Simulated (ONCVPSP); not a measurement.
**Which change was made? (Cs, ONCV)**

| Item | Value |
| --- | --- |
| Element | Cs |
| Generator | ONCVPSP 4.0.1 |
| Type | optimised norm-conserving Vanderbilt (ONCV) |
| Functional | PBE |
| Relativity | fully relativistic |
| Frozen core | [Kr] 4d10 |
| Valence charge | 9 |
| Reference configuration | 5s2 5p6 6s1 |
| Partial waves | 5s+6s: rc 3.40 bohr, ncon 3, nbas 8, qcut 3.8 1/bohr, 2 projectors; 5p: rc 2.00 bohr, ncon 3, nbas 8, qcut 4.3 1/bohr, 1 projector; d scattering state at 0.17 Ha: rc 2.65 bohr, ncon 5, nbas 9, qcut 3.4 1/bohr, 2 projectors, debl 3.8 Ha |
| Local potential | polynomial inside 1.30 bohr (lpopt 5, dvloc0 0 Ha) |
| Core correction | none |

Open shells are filled in proportion to 2j + 1.

In the d channel the program set the typed energies aside and used 0.050, 3.850 Ha (j = l + 1/2; the other j can differ).

Cutoffs, loose and tight: the cutoffs (Ha) at which the residual kinetic energy of the hardest occupied pseudo-wave falls to 1 and 0.1 mHa per electron. They do not see the model core or the augmentation charge, which bear on the density cutoff. Test errors are all-electron minus pseudo excitation energies from the reference, over the configurations 5s2 5p6 6s0; 5s2 5p6 6s0.5; 5s2 5p6 6s0 6p1; 5s2 5p5 6s1; variants that change the core or the reference have their own tests. The largest error is taken over the tests solved by every variant that gives reliable tests at all, those not shown here included: 5s2 5p5 6s1; 5s2 5p6 6s0; 5s2 5p6 6s0.5.

The base gives: outcome: generated, projector energies reset by the program; cutoff, loose: 8.3 Ha; cutoff, tight: 37 Ha; bound ghosts: s, p3/2; GHOST(+) flags above zero: p1/2; largest test error (meV): +42.

Task: After one change the result is: outcome: generated, projector energies reset by the program; cutoff, loose: 19 Ha; cutoff, tight: 58 Ha; bound ghosts: s, p3/2, p1/2; GHOST(+) flags above zero: none; largest test error (meV): +51. Which change was it?
A. s: qcut 2.9; p: qcut 3.3; d: qcut 2.6
B. s: qcut 3.2; p: qcut 3.6; d: qcut 2.8
C. s: qcut 4.5; p: qcut 5.1; d: qcut 4

Result: A. The others give: s: qcut 4.5; p: qcut 5.1; d: qcut 4 → outcome: generated, projector energies reset by the program; cutoff, loose: 9.8 Ha; cutoff, tight: 12 Ha; bound ghosts: s, p3/2; GHOST(+) flags above zero: p1/2; largest test error (meV): +36 | s: qcut 3.2; p: qcut 3.6; d: qcut 2.8 → outcome: generated, projector energies reset by the program; cutoff, loose: 12 Ha; cutoff, tight: 55 Ha; bound ghosts: s, p3/2; GHOST(+) flags above zero: p1/2; largest test error (meV): +49.
